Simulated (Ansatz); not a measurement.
Geometry optimisation, RKS PBE0-D4/def2-SVPD (Ansatz).

Input file:

```yaml
crystal:
  periodic: [false, false, false]
  atoms:
    - { symbol: O, position_ang: [1.9429, -0.2673, -0.3114] }
    - { symbol: B, position_ang: [0.852, 0.4137, 0.479] }
    - { symbol: F, position_ang: [1.181, 1.4098, 1.4532] }
    - { symbol: C, position_ang: [-0.5629, 0.0298, 0.2799] }
    - { symbol: C, position_ang: [-1.5753, -0.7296, -0.368] }
    - { symbol: O, position_ang: [-1.9588, 0.1802, 0.6246] }
    - { symbol: H, position_ang: [2.0118, 0.3581, -1.1183] }
    - { symbol: H, position_ang: [-1.7985, -1.4519, -1.0948] }
basis:
  gaussian: { orbitals: def2-SVPD }
hamiltonian:
  xc: pbe0
  dispersion: d4
relax:
  f_tol: 0.015
  max_steps: 40
```

Run as:

```bash
$ ansatz run input.yaml --threads 2 --pin off --max-ram 3072MiB --backend cpu --events-out ev --progress --plain --runs-dir out
```

Question: Where does it end, and by what steps?

Answer: It converged. After 12 steps the energy has fallen by 1.979 eV; H7 moved furthest, 1.03 Å.

```tsv
step	energy less start (eV)	largest force component (eV/Å)	accepted
0	0.0000	6.515	yes
1	-1.1202	2.471	yes
2	-1.3980	1.850	yes
3	-1.5483	1.450	yes
4	-1.7140	1.106	yes
5	-1.8265	1.431	yes
6	-1.9569	0.913	yes
7	-1.9686	0.359	yes
8	-1.9713	0.334	yes
9	-1.9717	0.439	yes
10	-1.9785	0.104	yes
11	-1.9787	0.065	yes
12	-1.9788	0.011	yes
```

```xyz
8
Properties=species:S:1:pos:R:3
O 1.909 0.031 -0.616
B 0.872 0.403 0.170
F 1.044 1.301 1.149
C -0.491 -0.204 -0.065
C -1.681 -0.713 -0.240
O -2.001 0.061 0.759
H 2.736 0.468 -0.393
H -2.296 -1.405 -0.821
```

Whether the end is a true minimum wasn't checked by a vibrational analysis.

The run took 54 s on 2 threads of Arm Neoverse V1 (shared host), peak memory 0.32 GiB.
